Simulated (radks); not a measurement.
The numbers below are computed, except where a source is named.
The sulfur anion S2-, [Ar], held by a Watson sphere: a shell of charge +1.81 at radius R that stands for the Madelung well of a crystal (potential energy -1.81/R inside, -1.81/r outside, in hartree with lengths in bohr). Code: a radial shooting solver on a logarithmic mesh with Libxc functionals. Model: scalar-relativistic Kohn-Sham, LDA (Slater exchange, Perdew-Wang correlation), spin-unpolarised, spherical densities, finite nucleus; Fermi nuclear charge, rms radius of each element as measured or else 0.836 A^(1/3) + 0.57 fm. Response by self-consistent Sternheimer equations with the Hartree and adiabatic LDA kernel, the relativistic mass of each level held fixed and spin-orbit coupling left out. The sphere does not respond.

R (bohr)  e(2p) (eV)  e(3s) (eV)  e(3p) (eV)  <r> 3p (bohr)  sum of <r^2> (bohr^2)  X-ray form factor at sin(theta)/lambda = 0.3 1/angstrom  alpha (bohr^3)
1.93         -151.89     -16.826      -6.857          2.080                  39.98                                                    9.021           25.29
2.48         -151.79     -15.445      -5.946          2.220                  45.03                                                    8.963           34.32
2.54         -151.78     -15.308      -5.842          2.235                  45.57                                                    8.962           35.53
3.89         -151.08     -12.961      -3.748          2.509                  57.11                                                    8.996           77.34
3.95         -151.03     -12.885      -3.671          2.519                  57.60                                                    8.998           79.99
4.07         -150.95     -12.737      -3.521          2.539                  58.57                                                    9.000           85.55
4.08         -150.94     -12.725      -3.509          2.541                  58.66                                                    9.000           86.03
4.14         -150.90     -12.654      -3.436          2.551                  59.14                                                    9.001           88.96
4.59         -150.59     -12.175      -2.935          2.621                  62.78                                                    9.007           114.1
